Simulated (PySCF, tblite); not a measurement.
Isomers of C3H13NSSi2, one GFN2-xTB conformer each. Single-point energies are computed at PBE0/pcSseg-1 (PySCF, gas phase, no added dispersion term), electronic only.

```json
{"SMILES": "CN[SiH2]S[SiH](C)C", "GFN2-xTB relative energy (kJ/mol)": "4.2"}
{"SMILES": "CN[SiH2]S[C@H](C)[SiH3]", "GFN2-xTB relative energy (kJ/mol)": "55.4"}
{"SMILES": "CN(CC[SiH3])[SiH2]S", "GFN2-xTB relative energy (kJ/mol)": "23.3"}
{"SMILES": "CC[Si@H](C)S[SiH2]N", "GFN2-xTB relative energy (kJ/mol)": "0.0"}
```

Conformers: `[CH3:1][NH:2][SiH2:3][S:4][SiH:5]([CH3:6])[CH3:7]` with C1–N2–Si3–S4 -61°, N2–Si3–S4–Si5 -165°, Si3–S4–Si5–C6 71°; `[CH3:1][NH:2][SiH2:3][S:4][C@H:5]([CH3:6])[SiH3:7]` with C1–N2–Si3–S4 -178°, N2–Si3–S4–C5 -177°, Si3–S4–C5–C6 -95°; `[CH3:1][N:2]([CH2:3][CH2:4][SiH3:5])[SiH2:6][SH:7]` with C1–N2–C3–C4 74°, N2–C3–C4–Si5 176°, C1–N2–Si6–S7 166°, N2–Si6–S7–H -59°; `[CH3:1][CH2:2][Si@H:3]([CH3:4])[S:5][SiH2:6][NH2:7]` with C1–C2–Si3–C4 -60°, C2–Si3–S5–Si6 176°, Si3–S5–Si6–N7 159°, S5–Si6–N7–H 169° and 25°.

Problem. What does PBE0/pcSseg-1 give for the same structures?

Solution. 
```json
{"SMILES": "CC[Si@H](C)S[SiH2]N", "PBE0/pcSseg-1 E (Eh)": "-1153.51121", "PBE0/pcSseg-1 (kJ/mol)": "0.0", "GFN2-xTB (kJ/mol)": "0.0", "point group": "C1"}
{"SMILES": "CN[SiH2]S[SiH](C)C", "PBE0/pcSseg-1 E (Eh)": "-1153.50668", "PBE0/pcSseg-1 (kJ/mol)": "11.9", "GFN2-xTB (kJ/mol)": "4.2", "point group": "C1"}
{"SMILES": "CN(CC[SiH3])[SiH2]S", "PBE0/pcSseg-1 E (Eh)": "-1153.43942", "PBE0/pcSseg-1 (kJ/mol)": "188.5", "GFN2-xTB (kJ/mol)": "23.3", "point group": "C1"}
{"SMILES": "CN[SiH2]S[C@H](C)[SiH3]", "PBE0/pcSseg-1 E (Eh)": "-1153.43747", "PBE0/pcSseg-1 (kJ/mol)": "193.6", "GFN2-xTB (kJ/mol)": "55.4", "point group": "C1"}
```

Both levels put the same isomer lowest; measured from each level's own lowest isomer, the values differ by up to 165.2 kJ/mol (CN(CC[SiH3])[SiH2]S: 23.3 against 188.5). Neighbours under 10 kJ/mol apart (CN(CC[SiH3])[SiH2]S and CN[SiH2]S[C@H](C)[SiH3]) can change places with a better method, another conformer or zero-point energy.

Problem. Which frontier levels, dipoles and rotational constants go with these structures?

Solution. 
```json
{"SMILES": "CC[Si@H](C)S[SiH2]N", "HOMO (eV, PBE0/pcSseg-1)": "-6.97", "LUMO (eV)": "0.37", "dipole (D)": "1.26", "A, B, C (MHz)": "3569, 637.4, 569.9"}
{"SMILES": "CN[SiH2]S[SiH](C)C", "HOMO (eV, PBE0/pcSseg-1)": "-6.83", "LUMO (eV)": "0.42", "dipole (D)": "1.30", "A, B, C (MHz)": "2843, 663.0, 656.2"}
{"SMILES": "CN(CC[SiH3])[SiH2]S", "HOMO (eV, PBE0/pcSseg-1)": "-6.61", "LUMO (eV)": "0.49", "dipole (D)": "2.36", "A, B, C (MHz)": "1836, 762.6, 583.3"}
{"SMILES": "CN[SiH2]S[C@H](C)[SiH3]", "HOMO (eV, PBE0/pcSseg-1)": "-6.65", "LUMO (eV)": "-0.10", "dipole (D)": "1.62", "A, B, C (MHz)": "3733, 582.5, 549.6"}
```

Problem. What happens when harmonic zero-point energies from GFN2-xTB frequencies are added?

Solution. 
```tsv
SMILES	ZPE (kJ/mol)	electronic (kJ/mol)	with ZPE (kJ/mol)
CC[Si@H](C)S[SiH2]N	405.6	0.0	0.0
CN[SiH2]S[SiH](C)C	405.0	11.9	11.3
CN(CC[SiH3])[SiH2]S	390.3	188.5	173.2
CN[SiH2]S[C@H](C)[SiH3]	394.4	193.6	182.5
```

The zero-point energies span 15.3 kJ/mol. The order is unchanged.
